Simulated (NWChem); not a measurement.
Species: C₂H₃FOSi; SMILES F[Si@H]1C=CO1

```xyz
8

F     -0.0459     1.8540    -0.4872
Si    -0.0899     0.4883     0.3995
C     -1.0912    -0.9601    -0.1219
C      0.1335    -1.5363    -0.2997
O      1.1683    -0.6401    -0.0722
H      0.0348     0.9124     1.8254
H     -2.0873    -1.4037    -0.2120
H      0.4333    -2.5679    -0.5621
```
Atoms are numbered in this order, from 1.

Level: PBE-D3(BJ)/def2-SVP (NWChem), optimised geometry, unscaled harmonic frequencies. 

### Question
List the harmonic frequencies with IR intensities, and the thermochemistry.

### Answer
```json
[
 {"frequency (cm⁻¹)": "176", "IR intensity (km/mol)": "1.9"},
 {"frequency (cm⁻¹)": "241", "IR intensity (km/mol)": "4.5"},
 {"frequency (cm⁻¹)": "422", "IR intensity (km/mol)": "45.9"},
 {"frequency (cm⁻¹)": "600", "IR intensity (km/mol)": "68.8"},
 {"frequency (cm⁻¹)": "629", "IR intensity (km/mol)": "16.6"},
 {"frequency (cm⁻¹)": "674", "IR intensity (km/mol)": "28.1"},
 {"frequency (cm⁻¹)": "697", "IR intensity (km/mol)": "27.2"},
 {"frequency (cm⁻¹)": "819", "IR intensity (km/mol)": "22.5"},
 {"frequency (cm⁻¹)": "853", "IR intensity (km/mol)": "17.0"},
 {"frequency (cm⁻¹)": "914", "IR intensity (km/mol)": "157.6"},
 {"frequency (cm⁻¹)": "929", "IR intensity (km/mol)": "40.1"},
 {"frequency (cm⁻¹)": "1014", "IR intensity (km/mol)": "93.4"},
 {"frequency (cm⁻¹)": "1104", "IR intensity (km/mol)": "112.3"},
 {"frequency (cm⁻¹)": "1242", "IR intensity (km/mol)": "12.2"},
 {"frequency (cm⁻¹)": "1514", "IR intensity (km/mol)": "79.7"},
 {"frequency (cm⁻¹)": "2226", "IR intensity (km/mol)": "116.5"},
 {"frequency (cm⁻¹)": "3091", "IR intensity (km/mol)": "13.1"},
 {"frequency (cm⁻¹)": "3217", "IR intensity (km/mol)": "2.5"}
]
```

```json
{
  "zero_point_energy": "29.1 kcal/mol",
  "thermal correction to the enthalpy at 298.15 K (with zero-point energy)": "32.9 kcal/mol",
  "heat capacity Cv": "17.8 cal/(mol K)",
  "entropy at 298.15 K and 1 atm (symmetry number 1)": "72.3 cal/(mol K)",
  "dipole_moment": "1.78 D"
}
```

Rigid rotor and harmonic oscillator.
